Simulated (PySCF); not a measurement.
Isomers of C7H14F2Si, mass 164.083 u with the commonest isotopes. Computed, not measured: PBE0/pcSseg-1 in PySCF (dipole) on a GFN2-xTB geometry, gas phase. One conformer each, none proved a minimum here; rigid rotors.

Question: Order these by radius of gyration √(Σ m r²/M), largest first.
A. `[CH2:1]=[C:2]([CH:3]([F:4])[F:5])[Si@@H:6]([CH3:7])[CH2:8][CH2:9][CH3:10]` with C1–C2–C3–F4 18°, C1–C2–Si6–C7 139°, C2–Si6–C8–C9 57°, Si6–C8–C9–C10 -179°
B. `[CH3:1][C@@:2]1([F:3])[CH2:4][CH2:5][SiH2:6][CH2:7][C@@H:8]([F:9])[CH2:10]1` with C1–C2–C4–C5 -174°, C2–C4–C5–Si6 -77°, C4–C5–Si6–C7 69°, C5–Si6–C7–C8 -10°
C. `[CH3:1][C:2]([CH3:3])([CH3:4])[C@H:5]([SiH3:6])/[C:7]([F:8])=[CH:9]/[F:10]` with C2–C5–C7–F8 67°

Answer: A (2.433 Å), C (2.309 Å), B (2.225 Å).

Question: Order these by rotational constant C, smallest first.
A. `[CH2:1]=[C:2]([CH:3]([F:4])[F:5])[Si@@H:6]([CH3:7])[CH2:8][CH2:9][CH3:10]` with C1–C2–C3–F4 18°, C1–C2–Si6–C7 139°, C2–Si6–C8–C9 57°, Si6–C8–C9–C10 -179°
B. `[CH3:1][C:2]([CH3:3])([CH3:4])[C@H:5]([SiH3:6])/[C:7]([F:8])=[CH:9]/[F:10]` with C2–C5–C7–F8 67°
C. `[CH3:1][C@@:2]1([F:3])[CH2:4][CH2:5][SiH2:6][CH2:7][C@@H:8]([F:9])[CH2:10]1` with C1–C2–C4–C5 -174°, C2–C4–C5–Si6 -77°, C4–C5–Si6–C7 69°, C5–Si6–C7–C8 -10°

Answer: A (609.1 MHz), B (656.7 MHz), C (679.4 MHz).

Question: Order these by dipole moment, smallest first.
A. `[CH3:1][C:2]([CH3:3])([CH3:4])[C@H:5]([SiH3:6])/[C:7]([F:8])=[CH:9]/[F:10]` with C2–C5–C7–F8 67°
B. `[CH2:1]=[C:2]([CH:3]([F:4])[F:5])[Si@@H:6]([CH3:7])[CH2:8][CH2:9][CH3:10]` with C1–C2–C3–F4 18°, C1–C2–Si6–C7 139°, C2–Si6–C8–C9 57°, Si6–C8–C9–C10 -179°
C. `[CH3:1][C@@:2]1([F:3])[CH2:4][CH2:5][SiH2:6][CH2:7][C@@H:8]([F:9])[CH2:10]1` with C1–C2–C4–C5 -174°, C2–C4–C5–Si6 -77°, C4–C5–Si6–C7 69°, C5–Si6–C7–C8 -10°

Answer: B (1.77 D), C (2.55 D), A (2.71 D).

| SMILES | point group | Ia (u·Å²) | Ib (u·Å²) | Ic (u·Å²) | κ | μa (D) | μb (D) | μc (D) |
| --- | --- | --- | --- | --- | --- | --- | --- | --- |
| C[C@@]1(F)CC[SiH2]C[C@@H](F)C1 | C1 | 389.51 | 491.54 | 743.84 | 0.13 | 0.50 | 2.09 | 1.38 |
| C=C(C(F)F)[Si@@H](C)CCC | C1 | 403.16 | 709.61 | 829.65 | -0.68 | 0.42 | 1.38 | 1.02 |
| CC(C)(C)[C@H]([SiH3])/C(F)=C/F | C1 | 355.57 | 624.34 | 769.62 | -0.60 | 2.07 | 0.44 | 1.70 |
